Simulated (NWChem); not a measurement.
# CH₄MgO; SMILES [O](C)[MgH]

```xyz
7

Mg     0.0000     0.0000    -1.4050
H      0.0000     0.0000    -3.1034
O      0.0000     0.0000     0.3656
C      0.0000     0.0000     1.7503
H      0.6248    -0.8114     2.1601
H      0.3903     0.9468     2.1601
H     -1.0151    -0.1354     2.1601
```
Atoms are numbered in this order, from 1.

All runs: NWChem. Geometry: optimised at B3LYP/6-31G* (spherical d). Static field.

```tsv
level	isotropic polarisability (bohr³)	anisotropy (bohr³)
PBE/aug-cc-pVDZ	50.5	19.5
B3LYP/aug-cc-pVDZ	46.9	17.3
LDA (Slater exchange, VWN5)/aug-cc-pVDZ	[?]	[?]
BHandHLYP/aug-cc-pVDZ	43.4	14.3
```

Question: What belongs in the gaps?

Answer: 
- LDA (Slater exchange, VWN5)/aug-cc-pVDZ, isotropic polarisability (bohr³): 51.3
- LDA (Slater exchange, VWN5)/aug-cc-pVDZ, anisotropy (bohr³): 20.6
